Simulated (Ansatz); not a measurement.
Cost and result up the ladder for Cd3 (3 atoms). The state is a singlet with charge 0. Geometry: PBE/def2-TZVP.

```xyz
3

Cd    0.1282   -0.5573   -1.8365
Cd   -1.1881    1.4314    0.4904
Cd    1.0599   -0.8740    1.3461
```

Ansatz on 4 threads of Arm Neoverse V1 on a shared host. Times are rough, and most runs start from the orbitals of an earlier one. CAM-B3LYP/def2-TZVP serves as the yardstick here, not as an exact answer. Differences are given only for rows in sets of like size (and for xTB, whose basis is part of the method), since another set adds its own error. Binding counts from free atoms at the same level (Cd singlet; other spins of the atoms weren't run), without zero-point energy or a counterpoise term.

In the def2 sets Cd takes a core potential; there is no spin–orbit coupling. B3LYP takes the VWN-RPA correlation. Correlated methods freeze no core orbitals; core or outer-core shells of Cd are correlated, in sets that lack core-valence functions. The structure comes from a short search, and lower isomers may exist.

Correlated methods converge slowly with the basis.

```tsv
level	functions	wall time	binding energy per atom (eV)	difference from CAM-B3LYP/def2-TZVP (eV)
PBE/def2-SVP	93	0.8 s	0.07	–
PBE/def2-TZVP	120	0.85 s	0.08	0.08
PBE/def2-TZVPD	120	0.85 s	0.08	0.08
B3LYP/def2-TZVP	120	1.2 s	-0.01	0.00
PBE0/def2-TZVPD	120	1.2 s	0.07	0.07
PBE0/def2-SVP	93	1.4 s	0.06	–
CAM-B3LYP/def2-TZVP	120	1.4 s	0.00	0.00
PBE0/def2-TZVP	120	1.8 s	0.07	0.07
r2SCAN/def2-TZVPD	120	2.1 s	0.11	0.11
r2SCAN/def2-TZVP (with forces)	120	2.4 s	0.11	0.11
RPA@PBE/def2-TZVP	120	2.4 s	-0.04	-0.04
r2SCAN0/def2-TZVP	120	2.5 s	0.08	0.08
PBE-QIDH/def2-TZVP	120	2.7 s	0.06	0.06
CCSD(T)/def2-TZVP	120	15 s	0.00	0.00
```
